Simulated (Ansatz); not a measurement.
```yaml
crystal:
  periodic: [true, true, true]
  atoms:
    - {symbol: C, position_ang: [-1.161845, 1.553210, 0.547682]}
    - {symbol: Si, position_ang: [0.335757, 0.516004, 0.956126]}
    - {symbol: C, position_ang: [0.327914, -1.168839, 0.103135]}
    - {symbol: C, position_ang: [0.611845, -1.128829, -1.378379]}
    - {symbol: F, position_ang: [-0.286571, -0.285294, -2.022584]}
    - {symbol: H, position_ang: [-1.130231, 2.507157, 1.079090]}
    - {symbol: H, position_ang: [-2.080391, 1.036106, 0.836135]}
    - {symbol: H, position_ang: [-1.207181, 1.751453, -0.524488]}
    - {symbol: H, position_ang: [0.397512, 0.274785, 2.426429]}
    - {symbol: H, position_ang: [1.586069, 1.227863, 0.561263]}
    - {symbol: H, position_ang: [1.096142, -1.787840, 0.580893]}
    - {symbol: H, position_ang: [-0.630246, -1.666292, 0.288234]}
    - {symbol: H, position_ang: [1.616940, -0.744917, -1.580038]}
    - {symbol: H, position_ang: [0.511390, -2.113868, -1.844498]}
basis:
  gaussian: {orbitals: cc-pVDZ, fitting: {mean_field: def2-universal-jkfit}, point_charges: [{charge: 1.00, position_ang: [4.550, -0.020, -0.593]}]}
hamiltonian: {xc: {name: SPW92}}
```

```sh
$ ansatz run in.yaml --threads 4 --pin off --events-out ev --progress --plain --max-ram 10444MiB
```

Shortened log:

```
Error: YAML parse error: error: line 2 column 3: crystal: missing field `lattice` (a structure is typed as `lattice` and `atoms`, a molecule's as `atoms` in Å alone, or read from a run's directory, `checkpoint`)
 --> <input>:2:3
1 | crystal:
2 |   periodic: [true, true, true]
3 |   atoms:
4 |     - {symbol: C, position_ang: [-1.161845, 1.553210, 0.547682]}
```

(1) What is wrong with this run?

Answers

(1) The molecule is marked periodic without a cell. The input was rejected before any iteration.
